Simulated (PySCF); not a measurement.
Isomers of C3H10OSSi2, mass 149.999 u with the commonest isotopes. Theory: B3LYP/def2-SVPD in PySCF (dipole) on a GFN2-xTB geometry, gas phase. One conformer each, none proved a minimum here; rigid rotors.

Question: Order these by rotational constant C, largest first.
A. `[CH3:1][C:2](=[S:3])[O:4][SiH2:5][CH2:6][SiH3:7]` with C1–C2–O4–Si5 177°, C2–O4–Si5–C6 179°, O4–Si5–C6–Si7 37°
B. `[O:1]=[C:2]([SiH3:3])[CH2:4][S:5][CH2:6][SiH3:7]` with O1–C2–C4–S5 128°, C2–C4–S5–C6 -68°, C4–S5–C6–Si7 171°
C. `[CH2:1]=[CH:2][CH2:3][Si@@H:4]([OH:5])[SiH2:6][SH:7]` with C1–C2–C3–Si4 -96°, C2–C3–Si4–O5 60°, C3–Si4–O5–H -47°, C3–Si4–Si6–S7 59°, Si4–Si6–S7–H 176°

Answer: B (738.7 MHz), A (619.3 MHz), C (576.1 MHz).

Question: Order these by radius of gyration √(Σ m r²/M), largest first.
A. `[CH3:1][C:2](=[S:3])[O:4][SiH2:5][CH2:6][SiH3:7]` with C1–C2–O4–Si5 177°, C2–O4–Si5–C6 179°, O4–Si5–C6–Si7 37°
B. `[O:1]=[C:2]([SiH3:3])[CH2:4][S:5][CH2:6][SiH3:7]` with O1–C2–C4–S5 128°, C2–C4–S5–C6 -68°, C4–S5–C6–Si7 171°
C. `[CH2:1]=[CH:2][CH2:3][Si@@H:4]([OH:5])[SiH2:6][SH:7]` with C1–C2–C3–Si4 -96°, C2–C3–Si4–O5 60°, C3–Si4–O5–H -47°, C3–Si4–Si6–S7 59°, Si4–Si6–S7–H 176°

Answer: C (2.456 Å), A (2.356 Å), B (2.281 Å).

Question: Order these by rotational constant B, smallest first.
A. `[O:1]=[C:2]([SiH3:3])[CH2:4][S:5][CH2:6][SiH3:7]` with O1–C2–C4–S5 128°, C2–C4–S5–C6 -68°, C4–S5–C6–Si7 171°
B. `[CH3:1][C:2](=[S:3])[O:4][SiH2:5][CH2:6][SiH3:7]` with C1–C2–O4–Si5 177°, C2–O4–Si5–C6 179°, O4–Si5–C6–Si7 37°
C. `[CH2:1]=[CH:2][CH2:3][Si@@H:4]([OH:5])[SiH2:6][SH:7]` with C1–C2–C3–Si4 -96°, C2–C3–Si4–O5 60°, C3–Si4–O5–H -47°, C3–Si4–Si6–S7 59°, Si4–Si6–S7–H 176°

Answer: C (673.3 MHz), B (759.7 MHz), A (782.1 MHz).

```tsv
SMILES	point group	Ia (u·Å²)	Ib (u·Å²)	Ic (u·Å²)	κ	μa (D)	μb (D)	μc (D)
CC(=S)O[SiH2]C[SiH3]	C1	184.53	665.23	816.10	-0.87	2.00	0.79	0.65
O=C([SiH3])CSC[SiH3]	C1	230.11	646.18	684.16	-0.94	1.26	0.25	1.13
C=CC[Si@@H](O)[SiH2]S	C1	181.46	750.57	877.31	-0.91	1.67	0.23	0.21
```
